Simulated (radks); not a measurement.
Question: Excited configurations of Cl III: one electron is placed in a higher orbital outside [Ne] 3s2 3p2. The ground configuration is [Ne] 3s2 3p3. Method: scalar-relativistic Kohn-Sham, r2SCAN, spin-polarised, spherical densities, finite nucleus; open shells are filled with parallel spins first; meta-GGA in the generalised Kohn-Sham scheme; Fermi nuclear charge, rms radius 3.3654 fm; computed with a radial shooting solver on a logarithmic mesh with Libxc functionals. Excitation = E - E(ground); binding = E(ion) - E, where the ion is the core of charge +3; n* = 3/sqrt(2 binding) in atomic units, and the quantum defect is n - n*.

| outer orbital | excitation (eV) | binding (eV) | n* | quantum defect | eigenvalue (eV) | <r> (bohr) |
|---|---|---|---|---|---|---|
| 3d | 19.327 | 20.878 | 2.422 | 0.578 | -15.790 | 2.035 |
| 4f | 32.510 | 7.695 | 3.989 | 0.011 | -6.169 | 5.804 |
| 5p | 32.205 | 8.000 | 3.912 | 1.088 | -6.946 | 7.496 |
| 6p | 35.098 | 5.107 | 4.897 | 1.103 | -4.452 | 11.91 |
| 7d | 37.249 | 2.956 | 6.436 | 0.564 | -2.574 | 20.14 |

Estimate the row for 5f.

Answer: excitation (eV) 35.137; binding (eV) 5.068; n* 4.915; quantum defect 0.085; eigenvalue (eV) -4.246; <r> (bohr) 10.09. The Delta-SCF ionisation energy is 40.205 eV (NIST Atomic Spectra Database: 39.8 eV, semi-empirical). Self-interaction in the functional shifts the binding energies and quantum defects, so they are the method's values and not measured ones. Open shells are spherical and high-spin; term and fine-structure splittings are not resolved.
